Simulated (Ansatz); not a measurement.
A search over several starts for the lowest SCF solution of CuSn₂⁺ at the given spin, in a small basis.

```yaml
crystal:
  periodic: [false, false, false]
  atoms:
    - {symbol: Cu, position_ang: [-1.287136, -0.600901, -0.308936]}
    - {symbol: Sn, position_ang: [1.253159, -0.580724, -0.671366]}
    - {symbol: Sn, position_ang: [0.033967, 1.181626, 0.980302]}
basis:
  gaussian: {orbitals: def2-SVP}
total_charge: 1
hamiltonian: {xc: pbe0, dispersion: d4}
output: {orbitals: {seedname: orbitals}}
```

```sh
$ ansatz run in.yaml --threads 4 --pin off --events-out ev --progress --plain --max-ram 3916MiB
```

It prints (some lines left out):

```
Functional definition: PBE0
1030 factors; integrals over basis functions are off by at most 5.2e-4 eV
mean field evaluation 1: about -56259.7194 eV, gradient 1.1e2 eV
mean field evaluation 2: about -55158.3299 eV, gradient 3.6e2 eV
mean field evaluation 4: about -56279.2341 eV, gradient 4.6e1 eV
mean field evaluation 8: about -56283.9035 eV, gradient 3.4e-1 eV
mean field evaluation 16: about -56283.9588 eV, gradient 1.8e-3 eV
mean field evaluation 32: about -56284.4602 eV, gradient 2.0e-5 eV
mean field -56284.46024669 eV, -2068.4157630886 hartree, gradient 6.6e-6 eV, S^2 0.000000; 4 other end points of the search recorded, 0 dependent functions left out
reference -56284.46028576 eV, -2068.4157645242 hartree; 36, 36 occupied and 47, 47 virtual orbitals, 1030 factors
Total energy: -56284.57291162 eV, -2068.4199034482 hartree
```

It took 4 s on 4 threads of Arm Neoverse V2 on a shared host.

Other converged states that the search met: 0.50 eV higher (⟨S²⟩ = 0.00).

In the def2 sets Sn takes a core potential; there is no spin–orbit coupling. A triplet lies near this restricted singlet, and broken spin symmetry wasn't tried. At PBE0-D4/def2-TZVP a triplet of charge 1 lies 0.56 eV below the restricted singlet at the same geometry. The structure comes from a short search, and lower isomers may exist.
